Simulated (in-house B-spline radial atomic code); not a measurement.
Configurations of the lanthanum ion La³⁺, with energies counted from [Kr] 4d10 5s2 5p6. Level of theory: scalar-relativistic (X2C) LDA VWN5, spin-polarised, spherical fractional occupations, Fermi nucleus of rms radius 4.855 fm; calculated with a B-spline radial code for spherical atoms. Shells without spins written out take the highest spin.

Occupations are held fixed; configurations that lie above the ionisation limit could autoionise.

```csv
configuration,E - E(ref) (eV),highest orbital,its <r> (bohr)
[Kr] 4d10 4f1 5s2 5p5,17.796,4f up,1.194
"[Kr] 4d10 5s(0 up, 1 down) 5p6 6s(0 up, 1 down)",42.27,6s down,3.298
[Kr] 4d9 4f1 5s2 5p6,99.075,4f up,1.063
[Kr] 4d9 5s2 5p6 5f1,123.56,5f up,4.098
[Ar] 3d9 4s2 4p6 4d10 4f1 5s2 5p6,831.59,4f up,1.014
[Ar] 3d9 4s2 4p6 4d10 5s2 5p6 5d1,841.5,5d up,2.236
[Ar] 3d9 4s2 4p6 4d10 5s2 5p6 5f1,857.67,5f up,4.049
```

Problem. Order these further configurations by energy, lowest first.
A. [Kr] 4d10 4f(0 up, 1 down) 5s(1 up, 0 down) 5p6
B. [Ar] 3d10 4s2 4p(2 up, 3 down) 4d10 4f(0 up, 1 down) 5s2 5p6
C. [Ar] 3d9 4s2 4p6 4d10 5s2 5p6 6d1
D. [Kr] 4d9 5s2 5p6 6d1
E. [Kr] 4d9 5s2 5p6 5d1

Solution. A (34.779 eV), E (107.53 eV), D (122.95 eV), B (195.24 eV), C (857.09 eV).

Problem. How far above the reference does [Kr] 4d10 5s1 5p6 5d1 lie?

Solution. 38.296 eV; its least bound orbital is 5d up with <r> = 2.305 bohr.

Problem. How far above the reference does [Ar] 3d(4 up, 5 down) 4s2 4p6 4d10 5s2 5p6 5d(1 up, 0 down) lie?

Solution. 841.54 eV; its least bound orbital is 5d up with <r> = 2.239 bohr.
